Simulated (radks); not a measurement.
Q: The table gives one normalised radial function P(r) = r R(r) of Yb in [Xe] 4f14 6s2 (r in bohr). All-electron calculation, non-relativistic Kohn-Sham, TPSS, spin-polarised, spherical densities, point nucleus; meta-GGA in the generalised Kohn-Sham scheme; relativity is left out, which matters for an element this heavy. Program: a radial shooting solver on a logarithmic mesh with Libxc functionals.

r	P
0.00115	0.0000
0.001571	0.0000
0.002146	0.0000
0.002932	0.0000
0.004037	0.0000
0.005515	0.0000
0.007535	0.0000
0.01029	0.0001
0.01406	0.0002
0.01937	0.0006
0.02646	0.0018
0.03614	0.0053
0.04938	0.0152
0.06746	0.0403
0.0929	0.1008
0.1269	0.2222
0.1734	0.4316
0.2369	0.7201
0.3262	1.0178
0.4457	1.1739
0.6088	1.1094
0.8318	0.8783
1.136	0.5986
1.565	0.3491
2.138	0.1785
2.921	0.0770
3.99	0.0286
5.451	0.0087
7.507	0.0016
10.26	0.0002
14.01	0.0000

Which n and l does it have? It may be an empty orbital.

A: n = 4, l = 3: the number of nodes gives n - l - 1 = 0, the rise at small r (about r^(l+1)) gives l, and the extent must fit the shell. The curve is that of 4f. 4f: eigenvalue -7.471 eV, 0 radial nodes, <r> = 0.747 bohr, 90 % of the charge inside 1.30 bohr.
